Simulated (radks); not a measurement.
Problem. Neutral lanthanum: order these configurations by energy. Method: scalar-relativistic Kohn-Sham, PBEsol, spin-polarised, spherical densities, finite nucleus; Fermi nuclear charge, rms radius of each element as measured or else 0.836 A^(1/3) + 0.57 fm; computed with a radial shooting solver on a logarithmic mesh with Libxc functionals. Open shells are filled with parallel spins first. [Xe] 4f1 6s2; [Xe] 5d1 6s1 6p1; [Xe] 5d1 6s2; [Xe] 5d2 6p1; [Xe] 5d2 6s1; [Xe] 5d3; [Xe] 6s2 6p1.

Solution. From the lowest, in eV above it: [Xe] 5d2 6s1 0.000; [Xe] 5d1 6s2 0.059; [Xe] 4f1 6s2 0.725; [Xe] 5d3 1.106; [Xe] 5d1 6s1 6p1 1.720; [Xe] 5d2 6p1 2.325; [Xe] 6s2 6p1 2.387.
